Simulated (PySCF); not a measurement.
CH₂FNO₂Si, SMILES N#CO[Si@H](F)O. Atoms are numbered in the order given.

```xyz
8

N      2.6448     1.2905     0.3456
C      1.6228     0.7721     0.5407
O      0.4971     0.2041     0.7961
Si    -0.5338    -0.6217    -0.2767
O     -1.8515    -1.0457     0.5753
F     -0.8550     0.4405    -1.4429
H      0.1250    -1.8080    -0.8235
H     -2.3731    -0.3865     1.0497
```

The structure is a stationary point at B3LYP-D3(BJ)/def2-SVP. The structure was generated by enumeration; whether it is a known compound was not checked. One conformer was computed; it need not be the lowest.

These are PBE/def2-TZVP (PySCF) values and carry that method's errors.

Computed frontier levels, gap, dipole moment and polarisability:
* **highest occupied level**: -7.50 eV
* **lowest empty level**: -1.03 eV
* **orbital gap**: 6.47 eV
* **dipole moment**: 4.61 D
* **quadrupole, principal values (traceless, Buckingham form, about the centre of nuclear charge)**: -14.55, 1.58, 12.97 D·Å
* **mean static polarisability**: 45.7 bohr³ (6.78 Å³)
* **polarisability, principal values**: 35.8, 38.2, 63.1 bohr³
